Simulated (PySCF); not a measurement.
A structure optimised at PBE0-D3(BJ)/def2-SVP, used in a PySCF frequency run:

```
C
H 1 1.1054
C 1 1.5621 2 109.28
H 3 1.1022 1 114.22 2 -43.24
H 3 1.1061 4 106.94 1 122.93
Si 1 1.8799 2 108.22 3 -126.73
H 6 1.4963 1 110.62 2 -59.27
H 6 1.4970 7 108.75 1 119.70
H 6 1.4975 7 108.55 8 117.50
Si 3 1.8967 4 117.98 5 121.91
F 10 1.6350 3 110.58 4 36.72
H 10 1.4933 11 106.16 3 130.75
Si 1 1.9254 2 105.48 3 105.87
H 13 1.4935 1 117.08 2 32.18
H 13 1.4977 14 109.35 1 -128.12
```

Question: Write its SMILES and formula.

Answer: F[Si@@H]1C[C@@H]([SiH3])[SiH2]1, C2H9FSi3

Question: What are its rotational constants (standard atomic weights)?

Answer: 3.5170, 1.0355, 0.90762 GHz
